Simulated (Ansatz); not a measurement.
`O[Si@]1(F)O[C@@H]1Cl`, one more setting.

```yaml
crystal:
  periodic: [false, false, false]
  atoms:
    - {symbol: O, position_ang: [1.728866, 0.184717, -0.829456]}
    - {symbol: Si, position_ang: [0.592801, -0.520226, 0.064165]}
    - {symbol: F, position_ang: [1.315904, -1.654324, 0.873815]}
    - {symbol: O, position_ang: [-0.894714, -0.836922, -0.533862]}
    - {symbol: C, position_ang: [-0.979983, 0.197012, 0.527653]}
    - {symbol: Cl, position_ang: [-1.474115, 1.776111, -0.078617]}
    - {symbol: H, position_ang: [1.447543, 0.894308, -1.412593]}
    - {symbol: H, position_ang: [-1.644203, -0.097775, 1.332995]}
basis:
  gaussian: {orbitals: "6-31G*", point_charges: [{charge: -1.00, position_ang: [4.408, -0.068, 0.197]}]}
total_charge: 1
magnetization: {spin_polarized: true, initial_magnetization: 1}
hamiltonian: {xc: {name: BLYP}, dispersion: d4}
output: {forces: true}
```

```sh
$ ansatz run in.yaml --threads 4 --pin off --events-out ev --progress --plain --max-ram 10444MiB
```

Output, abridged:

```
Functional definition: BLYP
1078 factors; their error is unknown
mean field evaluation 1: about -28248.3694 eV, gradient 8.1e1 eV
mean field evaluation 2: about -28082.4435 eV, gradient 1.9e2 eV
mean field evaluation 4: about -28270.2402 eV, gradient 2.9e1 eV
mean field evaluation 8: about -28273.9363 eV, gradient 2.7e0 eV
mean field evaluation 16: about -28273.8866 eV, gradient 1.5e-3 eV
mean field -28273.88661966 eV, -1039.0461685438 hartree, gradient 2.9e-5 eV, S^2 0.751581; 4 other end points of the search recorded, 0 dependent functions left out
reference -28273.88691958 eV, -1039.0461795655 hartree; 32, 31 occupied and 70, 71 virtual orbitals, 1078 factors
Total energy: -28274.31572656 eV, -1039.0619379315 hartree
Atom 0 at     1.728866     0.184717    -0.829456 Å, force    -0.012637    -0.142654     0.344665 eV/Å
Atom 1 at     0.592801    -0.520226     0.064165 Å, force     5.570585    -2.160515    -0.423793 eV/Å
Atom 2 at     1.315904    -1.654324     0.873815 Å, force    -0.446457    -0.162277     0.571095 eV/Å
Atom 3 at    -0.894714    -0.836922    -0.533862 Å, force    -1.281239     0.608926     0.486852 eV/Å
Atom 4 at    -0.979983     0.197012     0.527653 Å, force    -3.682916     0.895094    -1.170277 eV/Å
Atom 5 at    -1.474115     1.776111    -0.078617 Å, force     0.188606     0.102865     0.254737 eV/Å
Atom 6 at     1.447543     0.894308    -1.412593 Å, force     0.155609     0.998459    -0.846201 eV/Å
Atom 7 at    -1.644203    -0.097775     1.332995 Å, force     0.210034    -0.193687     0.831513 eV/Å
Dipole moment:     0.165786     0.383085     0.000643 e Å
```

Run time 2.7 s (4 threads of an AMD EPYC 7B13 on a shared host); peak host memory 0.21 GiB.
